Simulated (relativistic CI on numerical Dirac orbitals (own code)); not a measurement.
One change at a time: Hf XIV

Base calculation: Dirac-Coulomb-Breit CI, separate exchange-only KLI orbitals for each configuration, a model potential for QED, unscaled Slater integrals.

CI space (outside the closed core [Ar] 3d10 4p6): 4s2 4d10 4f11 5s2, 4s2 4d10 4f13, 4s2 4d10 4f12 5s, 4s2 4d10 4f10 5s2 5p, 4s2 4d10 4f11 5s 5p, 4s2 4d10 4f12 5p, 4s2 4d10 4f10 5s 5p2, 4s2 4d10 4f11 5s 5d, 4s2 4d10 4f10 5s2 5d, 4s2 4d10 4f12 5d, 4s2 4d10 4f12 6s, 4s2 4d10 4f10 5s2 6s, 4s2 4d9 4f12 5s2, 4s 4d10 4f12 5s2, 4d10 4f13 5s2, 4d10 4f14 5s, 4d10 4f13 5s 5p, 4d10 4f13 5s 5d. Double excitations out of closed p, d and f shells are left out; levels of such configurations are missing from the list, as are those of other unlisted configurations, and high levels can miss mixing partners. Some configurations lack a partner that the ground configuration has and come out too high, among them 4s2 4d9 4f12 5s2.

Variants: (1) one mean potential for all configurations; (2) non-relativistic limit. Shifts of the energy above 4s2 4d10 4f11 5s2 4I°_15/2, in cm⁻¹, for the lowest level and the first level of each name with at least 55 % of one term (blank where a level changes its place among those of its configuration and J or its character, or is not in the variant):

| Level | Base | Δ(1) | Δ(2) |
| --- | --- | --- | --- |
| 4s2 4d10 4f11 5s2 4I°_15/2 | 0.0 | 0.0 | 0.0 |
| 4s2 4d10 4f11 5s2 4I°_13/2 | 11852.5 | +502.2 | -11852.5 |
| 4s2 4d10 4f11 5s2 4I°_11/2 | 17835.4 | +359.3 | -17835.4 |
| 4s2 4d10 4f11 5s2 4S°_3/2 | 32549.5 | -491.8 |  |
| 4s2 4d10 4f11 5s2 4F°_7/2 | 36587.4 | +28.8 | -12294.8 |
| 4s2 4d10 4f11 5s2 4F°_5/2 | 39493.9 | -72.7 | -15201.2 |
| 4s2 4d10 4f11 5s2 2K°_15/2 | 45140.6 | -245.6 | -8147.2 |
| 4s2 4d10 4f11 5s2 4G°_11/2 | 46254.2 | -46.5 | -8169.6 |
| 4s2 4d10 4f11 5s2 2G°_7/2 | 48190.4 | -150.0 | -15389.8 |
| 4s2 4d10 4f11 5s2 4G°_9/2 | 48978.5 | +40.5 |  |
| 4s2 4d10 4f11 5s2 2K°_13/2 | 54590.1 | +1.3 | -17596.6 |
| 4s2 4d10 4f11 5s2 2P°_1/2 | 57393.7 | -343.5 | -12308.1 |
| 4s2 4d10 4f11 5s2 4G°_5/2 | 59681.5 | -28.6 | -21596.9 |
| 4s2 4d10 4f11 5s2 4G°_7/2 | 59852.2 | +296.2 | -21767.6 |
| 4s2 4d10 4f11 5s2 2D°_5/2 | 60799.5 | -176.3 | -15815.6 |
| 4s2 4d10 4f11 5s2 2I°_11/2 | 68941.1 | -692.3 | -9447.3 |
| 4s2 4d10 4f11 5s2 2L°_17/2 | 69099.4 | -597.1 | -8467.0 |
| 4s2 4d10 4f11 5s2 4D°_7/2 | 70320.3 | -767.8 | -7991.1 |
| 4s2 4d10 4f11 5s2 2I°_13/2 | 73302.4 | -251.6 | -13808.6 |
| 4s2 4d10 4f11 5s2 4D°_3/2 | 75884.7 | -497.9 | -13555.4 |
| 4s2 4d10 4f11 5s2 2L°_15/2 | 80361.4 | -84.8 | -19728.9 |
| 4s2 4d10 4f11 5s2 4D°_1/2 | 84334.6 | -83.6 | -22005.3 |

At this charge transitions that keep the count of f electrons are usually good to a few per cent. Terms inside the open d or f shell come out 10 to 20 % too wide with unscaled integrals. Levels and lines within the n = 5 or 6 shells can be off by up to 10 % or somewhat more, and those that change n by about 2 %, since core polarisation is missing. Levels that differ in their count of f electrons can be misplaced by several ten thousand cm⁻¹, since the correlation energy of f electrons is missing or only estimated; rates across such gaps can be off by orders of magnitude.

Ionisation energy from one configuration of each of the two ions, the ground ones as tabulated or assumed: base 294.899 eV. The NIST ASD value (theoretical) is 310 ± 15 eV. The gap of more than 2 % comes from missing correlation, or from a tabulated value that is itself an estimate.

LS names give the leading component of a level, which can be under half, so a name can repeat, a term be missing and a line seem to break the LS rules.
